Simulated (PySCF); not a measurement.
CClF (SMILES F[C]Cl), singlet, at a GFN2-xTB geometry; PySCF with B3LYP/6-31G.

The PySCF input:
```python
from pyscf import gto, scf, dft

mol = gto.Mole()
mol.atom = '''
    F    -1.463484   -0.307121    0.002760
    C    -0.539858    0.635983    0.028545
    Cl    0.965324   -0.061871   -0.011536
'''
mol.basis = '6-31g'
mol.charge = 0
mol.spin = 0
mol.verbose = 4
mol.build()

mf = dft.RKS(mol)
mf.xc = 'b3lyp'
mf.kernel()
mf.analyze()
```

Output, abridged:

```
PySCF version 2.14.0

[INPUT] verbose = 4
[INPUT] num. atoms = 3
[INPUT] num. electrons = 32
[INPUT] charge = 0
[INPUT] spin (= nelec alpha-beta = 2S) = 0
[INPUT] symmetry False subgroup None
[INPUT] Mole.unit = angstrom
[INPUT] Symbol           X                Y                Z      unit          X                Y                Z       unit  Magmom
[INPUT]  1 F     -1.463484000000  -0.307121000000   0.002760000000 AA   -2.765583947683  -0.580374577103   0.005215644104 Bohr   0.0
[INPUT]  2 C     -0.539858000000   0.635983000000   0.028545000000 AA   -1.020183766155   1.201833689879   0.053942232226 Bohr   0.0
[INPUT]  3 Cl     0.965324000000  -0.061871000000  -0.011536000000 AA    1.824197981470  -0.116919245053  -0.021799880573 Bohr   0.0

nuclear repulsion = 87.3330084067297
number of shells = 17
number of NR pGTOs = 90
number of NR cGTOs = 31
basis = 6-31g
ecp = {}

******** <class 'pyscf.dft.rks.RKS'> ********
method = RKS
initial guess = minao
damping factor = 0
level_shift factor = 0
DIIS = <class 'pyscf.scf.diis.CDIIS'>
diis_start_cycle = 1
diis_space = 8
diis_damp = 0
SCF conv_tol = 1e-09
SCF conv_tol_grad = None
SCF max_cycles = 50
direct_scf = True
direct_scf_tol = 1e-13
XC library pyscf.dft.libxc version 7.1.2
    S. Lehtola, C. Steigemann, M. J. T. Oliveira, and M. A. L. Marques,  SoftwareX 7, 1–5 (2018)
XC functionals = b3lyp
    P. J. Stephens, F. J. Devlin, C. F. Chabalowski, and M. J. Frisch,  J. Phys. Chem. 98, 11623 (1994)
radial grids:
    Treutler-Ahlrichs [JCP 102, 346 (1995); DOI:10.1063/1.469408] (M4) radial grids

becke partition: Becke, JCP 88, 2547 (1988); DOI:10.1063/1.454033
pruning grids: <function nwchem_prune>
grids dens level: 3
symmetrized grids: False
atomic radii adjust function: <function treutler_atomic_radii_adjust>
small_rho_cutoff = 0
Set gradient conv threshold to 3.16228e-05
Initial guess from minao.
tot grids = 47264
init E= -598.357049077183
  HOMO = -0.251361966217319  LUMO = -0.100347169606519  gap/eV = 4.10932
cycle= 1 E= -597.894347263266  delta_E= 0.463  |g|= 0.516  |ddm|= 2.04
  HOMO = -0.301119713631559  LUMO = -0.159417797665392  gap/eV = 3.85591
cycle= 2 E= -597.733102634745  delta_E= 0.161  |g|= 1.08  |ddm|= 1.11
  HOMO = -0.268373958951289  LUMO = -0.116115839383605  gap/eV = 4.14315
cycle= 3 E= -597.954463401244  delta_E= -0.221  |g|= 0.056  |ddm|= 0.698
  HOMO = -0.263230752583481  LUMO = -0.106011565889522  gap/eV = 4.27815
cycle= 4 E= -597.954679232537  delta_E= -0.000216  |g|= 0.0514  |ddm|= 0.142
  HOMO = -0.267335700810235  LUMO = -0.109442700988917  gap/eV = 4.29649
cycle= 5 E= -597.955398908739  delta_E= -0.00072  |g|= 0.00276  |ddm|= 0.0633
  HOMO = -0.267501773260477  LUMO = -0.109583011410709  gap/eV = 4.29719
cycle= 6 E= -597.955400473713  delta_E= -1.56e-06  |g|= 0.00025  |ddm|= 0.00359
  HOMO = -0.267417279991774  LUMO = -0.109493368190679  gap/eV = 4.29733
cycle= 7 E= -597.955400491534  delta_E= -1.78e-08  |g|= 7.64e-05  |ddm|= 0.00046
  HOMO = -0.267428507823156  LUMO = -0.109504774896221  gap/eV = 4.29732
cycle= 8 E= -597.955400493209  delta_E= -1.67e-09  |g|= 6.7e-06  |ddm|= 0.000106
  HOMO = -0.267428772279865  LUMO = -0.109505138310378  gap/eV = 4.29732
cycle= 9 E= -597.955400493222  delta_E= -1.25e-11  |g|= 7.42e-07  |ddm|= 1.36e-05
  HOMO = -0.267428663858219  LUMO = -0.109505072628671  gap/eV = 4.29732
Extra cycle  E= -597.955400493221  delta_E= 1.02e-12  |g|= 1.32e-06  |ddm|= 2.14e-06
converged SCF energy = -597.955400493221
**** SCF Summaries ****
Total Energy =                        -597.955400493220850
Nuclear Repulsion Energy =              87.333008406729746
One-electron Energy =                 -998.047905580279917
Two-electron Energy =                  312.759496680329335
Two-electron Coulomb Energy =          356.853881023985423
DFT Exchange-Correlation Energy =      -44.094384343656110
HOMO-LUMO gap [eV] =                     4.297319802611923
**** MO energy ****
MO #1   energy= -101.575811060144  occ= 2
MO #2   energy= -24.7749905173077  occ= 2
MO #3   energy= -10.3645812482062  occ= 2
MO #4   energy= -9.51732218272721  occ= 2
MO #5   energy= -7.27856949374572  occ= 2
MO #6   energy= -7.27165299799794  occ= 2
MO #7   energy= -7.26777124922146  occ= 2
MO #8   energy= -1.31219633162766  occ= 2
MO #9   energy= -0.946281629158149 occ= 2
MO #10  energy= -0.667269429660661 occ= 2
MO #11  energy= -0.54325954744625  occ= 2
MO #12  energy= -0.524500909118619 occ= 2
MO #13  energy= -0.501272719730759 occ= 2
MO #14  energy= -0.395880029857307 occ= 2
MO #15  energy= -0.377253109305298 occ= 2
MO #16  energy= -0.267428663858219 occ= 2
MO #17  energy= -0.109505072628671 occ= 0
MO #18  energy= 0.0571161336730381 occ= 0
MO #19  energy= 0.146557213528837  occ= 0
MO #20  energy= 0.355421192421465  occ= 0
MO #21  energy= 0.411358175277781  occ= 0
MO #22  energy= 0.418593912416693  occ= 0
MO #23  energy= 0.424856530754217  occ= 0
MO #24  energy= 0.534461925559541  occ= 0
 ** Mulliken pop on meta-lowdin orthogonal AOs  **
 ** Mulliken pop  **
pop of  0 F 1s            1.99997
pop of  0 F 2s            1.83805
pop of  0 F 3s            0.00358
pop of  0 F 2px           1.74939
pop of  0 F 2py           1.76127
pop of  0 F 2pz           1.78515
pop of  0 F 3px           0.00158
pop of  0 F 3py           0.00156
pop of  0 F 3pz           0.00039
pop of  1 C 1s            1.99988
pop of  1 C 2s            1.63226
pop of  1 C 3s            0.01847
pop of  1 C 2px           0.71885
pop of  1 C 2py           1.11113
pop of  1 C 2pz           0.46183
pop of  1 C 3px           0.02003
pop of  1 C 3py           0.00786
pop of  1 C 3pz           0.00042
pop of  2 Cl 1s           2.00000
pop of  2 Cl 2s           1.99986
pop of  2 Cl 3s           1.85959
pop of  2 Cl 4s           0.01067
pop of  2 Cl 2px          1.99991
pop of  2 Cl 2py          1.99995
pop of  2 Cl 2pz          1.99995
pop of  2 Cl 3px          1.40243
pop of  2 Cl 3py          1.84347
pop of  2 Cl 3pz          1.75200
pop of  2 Cl 4px          0.01471
pop of  2 Cl 4py          0.00448
pop of  2 Cl 4pz          0.00132
 ** Mulliken atomic charges  **
charge of    0F =     -0.14094
charge of    1C =      0.02927
charge of    2Cl =      0.11167
Dipole moment(X, Y, Z, Debye):  0.60442, -0.87104, -0.03780
```
